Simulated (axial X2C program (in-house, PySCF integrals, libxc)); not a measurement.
# CuS: properties at the nuclei

Computed with an in-house all-electron X2C program for linear molecules (integrals from PySCF): two-component X2C with atomic mean-field Coulomb and Gaunt terms, Gaussian nuclei, basis Cu dyall-cv3z, S dyall-av3z with contracted cores.

R = 2.051 Å (near the PBE0 minimum at charge 0 of the determinant lowest at the starting distance; the state shown can have its own minimum elsewhere).

Input and command:
```json
{"zs": [29, 16], "q": 0, "bas": ["dyall-cv3z", "dyall-av3z"], "r0": 2.09, "levels": ["PBE0", "HF", "BP86", "BHandHLYP", "TPSSh"], "nst": 3}
```
```bash
python soeom.py task.json out
```

Keys: zs atomic numbers; q charge; bas basis sets; r0 starting distance in Å; levels methods; nst determinants followed.

Determinant lowest in the PBE0 search, Ω = 3/2 (⟨Sz⟩ = 0.50, ⟨Lz⟩ = 1.00 at PBE0), spin on the atoms Cu 0.03, S 0.47:

| level | Eeff magnitude (GV/cm) | Ws magnitude Cu (kHz) | Ws magnitude S (kHz) | A∥/gI Cu (MHz) | qzz Cu (a.u.) | A∥/gI S (MHz) | qzz S (a.u.) | μ (D) |
| --- | --- | --- | --- | --- | --- | --- | --- | --- |
| PBE0 | 0.0588 | 0.00561 | 0.00342 | 24.5 | 0.49 | 209 | 0.06 | -4.22 |
| HF | 0.0332 | 0.0117 | 0.00592 | -37.5 | -0.67 | 227 | -0.85 | -5.54 |
| BP86 | 0.0786 | 0.00855 | 0.00202 | 85.3 | 1.07 | 192 | 0.61 | -3.60 |
| BHandHLYP | 0.0296 | 0.000915 | 0.00398 | -10.7 | 0.07 | 229 | -0.29 | -4.53 |
| TPSSh | 0.063 | 0.00562 | 0.00316 | 71.2 | 0.72 | 204 | 0.32 | -4.15 |

Determinant 0.06 eV from it at PBE0 and this distance, Ω = 1/2 (⟨Sz⟩ = -0.50, ⟨Lz⟩ = 1.00 at PBE0), spin on the atoms Cu -0.03, S -0.47:

```tsv
level	Eeff magnitude (GV/cm)	Ws magnitude Cu (kHz)	Ws magnitude S (kHz)	A∥/gI Cu (MHz)	qzz Cu (a.u.)	A∥/gI S (MHz)	qzz S (a.u.)	μ (D)
PBE0	0.0642	0.0182	0.00746	387	0.48	1020	0.03	-4.21
HF	0.046	0.0551	0.00903	297	-0.67	989	-0.87	-5.54
BP86	0.0937	0.0356	0.00447	420	1.07	947	0.57	-3.60
BHandHLYP	0.0249	0.00591	0.00719	321	0.06	1050	-0.32	-4.53
TPSSh	0.0752	0.0246	0.00776	397	0.72	921	0.29	-4.14
```

Eeff is the effective electric field on the electron electric dipole moment in this Ω state and Ws the scalar–pseudoscalar constant of the nucleus named (defined with the proton number Z and per Ω); A∥ (defined per Ω) follows by multiplying with gI = μI/(I μN); qzz is the electric field gradient, eQq0 = 234.96 MHz × Q/barn × qzz; μ is positive if the S end (last atom) is positive. The operators were transformed with the bare-nucleus X2C matrices; with these basis sets, hyperfine constants and field gradients can be off by tens of per cent, and where levels differ in sign neither size nor sign is settled.

Question: With gI(33S) = 0.4292 (g factors from the IAEA table of nuclear moments by Stone), turn the PBE0 values of the first state into constants in MHz.

Answer: A∥(33S) = 209 × 0.4292 = 89.7 MHz.

Each state is one determinant with collinear spin. Unrestricted Hartree–Fock can overshoot spin polarisation at the nuclei. In the state Ω = 3/2 the sign of Eeff differs between levels (HF against PBE0). In the state Ω = 1/2 the sign of Eeff differs between levels (HF against PBE0). Where Eeff spreads by more than a factor of two the levels disagree and none is to be relied on. The search compared states at one distance, so a state with another bond length can lie lower. The sign of Ws at Cu differs between levels in the first state. The sign of Ws at Cu differs between levels in the second state. Further determinants of the search, some of them spin-mixed, are not shown. Where a field gradient or hyperfine factor spreads by more than a factor of two over the levels, a constant derived from it is not to be relied on. PBE0 term energies can be off by some tenths of an eV.
